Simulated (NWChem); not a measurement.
Everything below was run with NWChem. System: NSi, charge 0, spin multiplicity 2, at a geometry optimised with UB3LYP/def2-SVP. The structure started from a generated list of species. Its SCF solution wasn't tested for a lower state. Level: ROCCSD(T)/def2-TZVP, 6 core orbitals frozen.

The NWChem input:

```
start mol
memory heap 100 mb stack 700 mb global 1900 mb
geometry units angstroms nocenter noautoz
  Si     0.000000     0.000000     0.526290
  N      0.000000     0.000000    -1.052579
  symmetry group C2v
end
basis spherical
  * library def2-tzvp
end
scf
  rohf
  nopen 1
  maxiter 100
  thresh 1e-7
  semidirect memsize 60000000 filesize 0
  # guess.movecs holds the orbitals of an unrestricted PBE0 run
  vectors input guess.movecs swap 9 11 output mol.movecs
end
tce
  freeze core 6
  ccsd(t)
  2eorb
  2emet 13
  thresh 1e-6
  maxiter 100
  tilesize 24
end
task tce energy
```

Part of the output:

```
             Northwest Computational Chemistry Package (NWChem) 7.3.0
             --------------------------------------------------------

                                NWChem Input Module
                                -------------------

 Scaling coordinates for geometry "geometry" by  1.889725989
 (inverse scale =  0.529177249)

 Turning off AUTOSYM since
 SYMMETRY directive was detected!

                             Geometry "geometry" -> ""
                             -------------------------

 Output coordinates in angstroms (scale by  1.889725989 to convert to a.u.)

  No.       Tag          Charge          X              Y              Z
 ---- ---------------- ---------- -------------- -------------- --------------
    1 Si                  14.0000     0.00000000     0.00000000     0.52629000
    2 N                    7.0000     0.00000000     0.00000000    -1.05257900

 Effective nuclear repulsion energy (a.u.)      32.8458981727

            Nuclear Dipole moment (a.u.)
            ----------------------------
        X                 Y               Z
 ---------------- ---------------- ----------------
     0.0000000000     0.0000000000     0.0000132281

      Symmetry information
      --------------------

 Group name             C2v
 Group number             16
 Group order               4
 No. of unique centers     2

      Symmetry unique atoms

     1    2


 Summary of "ao basis" -> "" (spherical)
 ------------------------------------------------------------------------------
       Tag                 Description            Shells   Functions and Types
 ---------------- ------------------------------  ------  ---------------------
 *                         def2-tzvp                  on all atoms

 Summary of "ao basis" -> "ao basis" (spherical)
 ------------------------------------------------------------------------------
       Tag                 Description            Shells   Functions and Types
 ---------------- ------------------------------  ------  ---------------------
 Si                        def2-tzvp                13       37   5s5p2d1f
[...]
     T(R) DIIS level shift : 0.00D+00
     T(I) DIIS level shift : 0.00D+00
   CC-T/L Amplitude update :  5-th order DIIS
                I/O scheme : Global Array Library
        L-threshold :  0.10D-05
        EOM-threshold :  0.10D-05
 no EOMCCSD initial starts read in
 TCE RESTART OPTIONS
 SLICE:      F
 D4D5:       F
 quantumc:   F
 qrotation:  F
 pwtce:      F
 qducc:      F
 nacto:                         0
 nrotv:                         0
 nrot:                          0

            Memory Information
            ------------------
          Available GA space size is     249027552 doubles
          Available MA space size is     104850588 doubles

 Maximum block size supplied by input
 Maximum block size        24 doubles

 tile_dim =     23

 -------------------------------------------------

 Global array virtual files algorithm will be used

 Parallel file system coherency ......... OK

 4-electron integrals stored in orbital form

 v2    file size   =          1189786
 4-index algorithm nr.  13 is used
 imaxsize =       30
 imaxsize ichop =        0


CCSD iterations
 ---------------------------------------------------------
 Iter          Residuum       Correlation     Cpu    Wall
 ---------------------------------------------------------
    1   0.1762249627157  -0.2861408740820     0.5     0.5
    2   0.0660373383138  -0.2822242940480     0.4     0.4
    3   0.0721368533353  -0.2908699565835     0.4     0.4
    4   0.0789835048783  -0.2946018374218     0.5     0.5
    5   0.1107428135246  -0.2914756085938     0.4     0.4
    6   0.0069224962553  -0.2951607465219     0.5     0.5
    7   0.0067815730883  -0.2953180767656     0.4     0.4
    8   0.0037069680738  -0.2954533741314     0.5     0.5
    9   0.0069483978575  -0.2955054661672     0.5     0.5
   10   0.0061481966781  -0.2958434978516     0.4     0.4
   11   0.0005049346691  -0.2960079012758     0.4     0.4
   12   0.0003069880588  -0.2959898449858     0.5     0.5
   13   0.0002088931574  -0.2959969518406     0.4     0.4
   14   0.0001800507141  -0.2959894836928     0.4     0.4
   15   0.0001701531401  -0.2959992536979     0.4     0.4
   16   0.0000448275218  -0.2959955135248     0.5     0.5
   17   0.0000319583724  -0.2959933450227     0.4     0.4
   18   0.0000293937914  -0.2959941237433     0.4     0.4
   19   0.0000285857266  -0.2959937558658     0.4     0.4
   20   0.0000354865610  -0.2959951086799     0.4     0.4
   21   0.0000062861794  -0.2959956811181     0.4     0.4
   22   0.0000036592203  -0.2959950172531     0.4     0.4
   23   0.0000022538734  -0.2959951806987     0.4     0.4
   24   0.0000018919762  -0.2959950666807     0.5     0.5
   25   0.0000012975674  -0.2959950737030     0.4     0.4
   26   0.0000005852041  -0.2959950325209     0.4     0.4
 -----------------------------------------------------------------
 Iterations converged
 CCSD correlation energy / hartree =        -0.295995032520896
 CCSD total energy / hartree       =      -343.580528405763118

 Singles contributions
    11a1  (beta ) ---     8a1  (beta )        0.2056382990

 Doubles contributions
 CCSD(T)
 Using plain CCSD(T) code
             total no. of tasks          927
 total no. of tasks / no. procs          927
                         wl_min            2           1.1
                         wl_max        97336           6.8
        thresh for no. of tasks          927

 CCSD[T]  correction energy / hartree =        -0.023544850367200
 CCSD[T] correlation energy / hartree =        -0.319539882888096
 CCSD[T] total energy / hartree       =      -343.604073256130334
 CCSD(T)  correction energy / hartree =        -0.019947549610514
 CCSD(T) correlation energy / hartree =        -0.315942582131411
 CCSD(T) total energy / hartree       =      -343.600475955373611

 Task  times  cpu:       20.3s     wall:       20.3s

 Total times  cpu:       20.3s     wall:       20.3s
```
